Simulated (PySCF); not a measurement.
Compound: C6H7N.
Atom-mapped SMILES: `[CH3:1][c:2]1[cH:3][cH:4][n:5][cH:6][cH:7]1` (hydrogens: H8, H9, H10 on C1; H11 on C3; H12 on C4; H13 on C6; H14 on C7)

Computed by this run: PySCF, B3LYP/def2-SVP geometry optimisation, gas phase; density fitting, grid level 1; the optimiser is geomeTRIC in internal coordinates, started from a GFN2-xTB structure.

Step 0: E = -7820.3754 eV
```
atom  x, y, z in Å  |  force x, y, z in eV/Å
C1      2.0001   -0.1293    0.1046   -0.241   0.015  -0.017
C2      0.5092   -0.0314    0.0351    0.330  -0.017   0.046
C3     -0.1297    1.1939   -0.1236    0.032   0.021  -0.001
C4     -1.5125    1.2257   -0.1952   -0.088   0.213  -0.043
N5     -2.2726    0.1466   -0.1200   -0.759   0.041  -0.039
C6     -1.6686   -1.0202    0.0274   -0.113  -0.199  -0.005
C7     -0.2935   -1.1648    0.1082    0.022  -0.033   0.009
H8      2.4087   -0.2554   -0.8985    0.269  -0.054  -0.382
H9      2.4284    0.7748    0.5310    0.264   0.328   0.163
H10     2.3050   -0.9858    0.7013    0.214  -0.321   0.227
H11     0.4434    2.1069   -0.1881    0.241   0.434  -0.018
H12    -2.0434    2.1614   -0.3173   -0.137   0.531  -0.056
H13    -2.3238   -1.8802    0.0849   -0.213  -0.506   0.044
H14     0.1485   -2.1428    0.2281    0.178  -0.454   0.073
```

Problem. Estimate the geometry and energy of step 1. (The exact step hangs on the optimiser's Hessian estimate; all steps are aligned on step 0, rigid shifts and turns removed.)

Solution. E = -7820.4338 eV, largest force 0.100 eV/Å
```
atom  x, y, z in Å  |  force x, y, z in eV/Å
C1      2.0151   -0.1304    0.1014    0.080  -0.005   0.005
C2      0.5152   -0.0317    0.0390   -0.056   0.005   0.000
C3     -0.1380    1.1982   -0.1201    0.059   0.080  -0.006
C4     -1.5321    1.2338   -0.1992   -0.017   0.047  -0.006
N5     -2.3048    0.1477   -0.1300   -0.054   0.004  -0.006
C6     -1.6892   -1.0264    0.0238   -0.026  -0.046   0.006
C7     -0.3026   -1.1676    0.1139    0.048  -0.087   0.010
H8      2.4397   -0.2578   -0.9103   -0.003   0.002   0.015
H9      2.4628    0.7792    0.5309   -0.001  -0.014  -0.007
H10     2.3386   -0.9944    0.7023    0.001   0.012  -0.009
H11     0.4352    2.1287   -0.1794   -0.018  -0.022   0.001
H12    -2.0458    2.1961   -0.3220   -0.001  -0.026   0.002
H13    -2.3317   -1.9145    0.0832    0.003   0.026  -0.003
H14     0.1369   -2.1614    0.2444   -0.015   0.024  -0.003
```

The energy changes by -0.0584 eV. The first-order estimate −F·Δx gives -0.1170 eV and the mean of the old and new forces, exact on a quadratic surface, -0.0590 eV. The step makes an angle of 43° with the force vector and moves no atom by more than 0.035 Å.

What follows is the cost of the whole optimisation. Time: 25 s of wall time; peak memory 0.58 GiB. Hardware: Arm Neoverse V1, one thread, shared host.
